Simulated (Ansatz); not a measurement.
The first iterations of a band of CH$_{2}$OSSi (6 atoms, charge 0, multiplicity 1).

All numbers below come from Ansatz 0.2.0, RKS B3LYP-D4/def2-SVP.

- movable images: 9
- climbing image: yes
- spring: 5.0 eV/Å²
- optimiser: fire
- start path: through a guess of the saddle point
- force threshold: 0.03 eV/Å
- iteration limit: 60
- end points: relaxed

First end point:

```xyz
6
Properties=species:S:1:pos:R:3
Si 0.377 1.026 -0.380
C -0.016 -0.599 0.258
O 0.139 -1.349 1.320
S -0.120 -2.295 -0.218
H -0.408 1.178 -1.636
H 0.027 2.039 0.656
```

Last end point:

```xyz
6
Properties=species:S:1:pos:R:3
Si 0.928 1.182 -0.227
C -0.535 -0.075 -0.429
O -0.796 -0.830 0.698
S 0.804 -1.243 0.006
H -1.122 -0.337 -1.324
H 0.722 1.302 1.277
```

| iteration | highest image above the first end (eV) | largest band force component (eV/Å) |
| --- | --- | --- |
| 1 | 3.301 | 8.368 |
| 2 | 2.174 | 3.080 |
| 3 | 1.760 | 2.662 |
| 4 | 1.335 | 3.192 |
| 5 | 1.037 | 1.692 |
| 6 | 1.065 | 2.248 |
| 7 | 1.011 | 1.740 |
| 8 | 0.941 | 1.407 |
| 9 | 0.895 | 1.341 |
| 10 | 0.878 | 1.316 |
| 11 | 0.852 | 1.266 |
| 12 | 0.821 | 1.185 |
| 13 | 0.784 | 1.063 |
| 14 | 0.740 | 0.919 |
| 15 | 0.713 | 0.775 |
| 16 | 0.703 | 0.600 |

**Question.** Does the band converge within its limit, and where does its top end?

**Answer.** The forces met the threshold. It ended after 49 iterations with the highest image 0.624 eV above the first end. Another band between the same ends (9 images) ends at a top of the same energy, where a vibrational analysis finds 1 clearly imaginary mode. The orbitals stay closed-shell, which can raise the energy where a bond breaks towards radicals; this wasn't checked here.

Time of the run: 6.6 min on 1 thread of AMD EPYC 9R45 96-Core Processor (Zen 5), on a shared host, peak memory 0.18 GiB.
